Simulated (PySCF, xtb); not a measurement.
Si(F)(Cl)(Me)(OH) (CH4ClFOSi), SMILES F[Si](C)(O)Cl.

GFN2-xTB (xtb) at its own geometry gives an orbital gap of 7.75 eV and a dipole moment of 1.64 D.

The structure is a stationary point at B3LYP-D3(BJ)/def2-SVP. This is a generated structure with no PubChem entry under its InChIKey; it may be hypothetical. Other conformers were not sampled.

Problem. What does M06-2X/def2-TZVP (PySCF) give? (An estimate is asked for; the answer gives what the named calculation found.)

Solution. gap 11.87 eV (levels -10.66 and 1.21 eV), dipole 1.16 D.
